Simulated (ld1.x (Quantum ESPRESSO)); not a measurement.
How hard is this Sb (Z = 51) ultrasoft potential?

```
Element                 : Sb
Generator               : ld1.x (Quantum ESPRESSO) 7.5
Type                    : ultrasoft
Functional              : PBE
Relativity              : scalar-relativistic
Frozen core             : [Ar] 3d10
Valence charge          : 23
Reference configuration : 4s2 4p6 4d10 5s2 5p0 (charge +3)
Partial waves           : 4s (bound): rcut 1.00, rcutus 1.05 bohr; 5s (bound): rcut 1.00, rcutus 1.05 bohr; 4p (bound): rcut 1.20, rcutus 1.65 bohr; 5p (bound, empty): rcut 1.20, rcutus 1.65 bohr; 4d (bound): rcut 1.20, rcutus 1.38 bohr; 4d channel at -2.1 Ry: rcut 1.20, rcutus 1.38 bohr
Local potential         : all-electron potential smoothed inside 1.50 bohr (lloc = -1)
Core correction         : Bessel-smoothed model core, default radius (core density twice the valence density)
Augmentation charge     : PSQ, inside the norm-conserving radii
```

The pseudo-atom Hamiltonian at the reference potential is diagonalised in spherical Bessel functions j_l(qr) that vanish at 20 bohr, with q² up to the cutoff. All-electron valence levels (Ry): 4s -13.1051, 5s -2.8595, 4p -9.6454, 5p -2.1212, 4d -4.6139.

**Question.** How do the lowest levels (Ry) of each channel move with the cutoff, and are there ghosts?

**Answer.**

| cutoff (Ry) | s #1 | s #2 | p #1 | p #2 | p #3 | d #1 | f #1 | Σ f·Δε (mRy) |
| --- | --- | --- | --- | --- | --- | --- | --- | --- |
| 8 | -10.6825 | -2.3522 | -2.3633 | -0.9158 | -0.5064 | -2.0695 | -0.7157 | 74997.8 |
| 12 | -11.8423 | -2.6095 | -2.3990 | -0.9220 | -0.5080 | -2.6964 | -0.7261 | 65680.7 |
| 18 | -12.6430 | -2.7867 | -8.0655 | -2.1020 | -0.9136 | -3.5619 | -0.7327 | 21070.8 |
| 30 | -13.0312 | -2.8547 | -9.6430 | -2.1205 | -0.9143 | -4.3423 | -0.7366 | 2889.3 |
| 40 | -13.0947 | -2.8593 | -9.6439 | -2.1211 | -0.9144 | -4.5661 | -0.7372 | 509.9 |
| 50 | -13.1036 | -2.8594 | -9.6451 | -2.1212 | -0.9144 | -4.6082 | -0.7374 | 63.1 |
| 60 | -13.1047 | -2.8594 | -9.6453 | -2.1213 | -0.9145 | -4.6126 | -0.7374 | 15.9 |
| 80 | -13.1049 | -2.8594 | -9.6454 | -2.1213 | -0.9146 | -4.6131 | -0.7374 | 9.9 |
| 110 | -13.1051 | -2.8596 | -9.6454 | -2.1213 | -0.9146 | -4.6139 | -0.7374 | 1.8 |
| 140 | -13.1052 | -2.8596 | -9.6454 | -2.1213 | -0.9146 | -4.6139 | -0.7374 | 0.7 |
| 180 | -13.1052 | -2.8596 | -9.6454 | -2.1213 | -0.9146 | -4.6140 | -0.7374 | 0.4 |
| 400 | -13.1052 | -2.8596 | -9.6454 | -2.1213 | -0.9146 | -4.6140 | -0.7374 | 0.0 |

Result: no extra level below or beside the all-electron valence levels (s, p, d, f tested); 10 mRy is reached at 80 Ry and 1 mRy at 140 Ry.
